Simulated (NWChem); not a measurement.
# AlAsH$_{4}$O; SMILES [AlH]([OH])[AsH2]

```xyz
7

Al    -0.5632    -1.2089     0.0127
As     0.0890     1.1246     0.0473
H     -1.0072     1.4637    -0.9609
H      1.1249     0.8697    -1.0433
H     -2.0698    -1.7166     0.0669
O      0.7145    -2.3397     0.0191
H      0.6223    -3.2934     0.0579
```
Atoms are numbered in this order, from 1.

Computed with NWChem. The geometry was optimised at PBE0/def2-SVP. Ions are spin-unrestricted doublets at the neutral geometry; other ion states weren't tried.

```json
[
 {"level": "B3LYP/def2-TZVP", "vertical ionisation energy, ΔSCF (eV)": "9.30", "−ε(HOMO) (eV)": "6.96", "ΔSCF minus −ε(HOMO) (eV)": "2.34"},
 {"level": "PBE/def2-TZVP", "vertical ionisation energy, ΔSCF (eV)": "9.10", "−ε(HOMO) (eV)": "6.13", "ΔSCF minus −ε(HOMO) (eV)": "2.97"},
 {"level": "BHandHLYP/def2-TZVP", "vertical ionisation energy, ΔSCF (eV)": "(withheld)", "−ε(HOMO) (eV)": "(withheld)", "ΔSCF minus −ε(HOMO) (eV)": "(withheld)"}
]
```

Q: Some entries are withheld; supply them.

A: 
- BHandHLYP/def2-TZVP, vertical ionisation energy, ΔSCF (eV): 9.27
- BHandHLYP/def2-TZVP, −ε(HOMO) (eV): 8.07
- BHandHLYP/def2-TZVP, ΔSCF minus −ε(HOMO) (eV): 1.20
